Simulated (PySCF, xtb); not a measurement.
H4PSi, SMILES [SiH2]P, multiplicity 2. Atoms are numbered in the order given.

```xyz
6

Si    -1.1386     0.1137     0.0000
P      1.1050    -0.1356     0.0000
H     -1.6819    -0.5674     1.2078
H     -1.6819    -0.5674    -1.2078
H      1.3647     0.7885     1.0432
H      1.3647     0.7885    -1.0432
```
Charge 0, spin multiplicity 2.

Coordinates come from a B3LYP-D3(BJ)/def2-TZVP optimisation. The isomer is the one that the SMILES or the coordinates give; other isomers of the formula were not compared.

Level of theory: PySCF 2.14.0 with IEF-PCM-ωB97X/def2-SVP.

The values are the electrostatic part of the solvation free energy, E(continuum) − E(gas) at the gas-phase geometry, in a cavity of scaled van der Waals radii (PySCF's table); cavitation and dispersion terms are not included. The dipole moment in vacuum is 0.84 D.

Computed values in water (ε = 78.36), cyclohexanone (ε = 15.62), dimethylsulfoxide (ε = 46.83):
```
solvent                ε  ΔG(elec) (kcal/mol)  dipole (D)
-----------------  -----  -------------------  ----------
water              78.36                 -1.2        1.15
cyclohexanone      15.62                 -1.1        1.12
dimethylsulfoxide  46.83                 -1.2        1.15
```

For comparison, GFN2-xTB/ALPB(water) (xtb, at the GFN2-xTB geometry, all terms of that model) gives 0.6 kcal/mol.
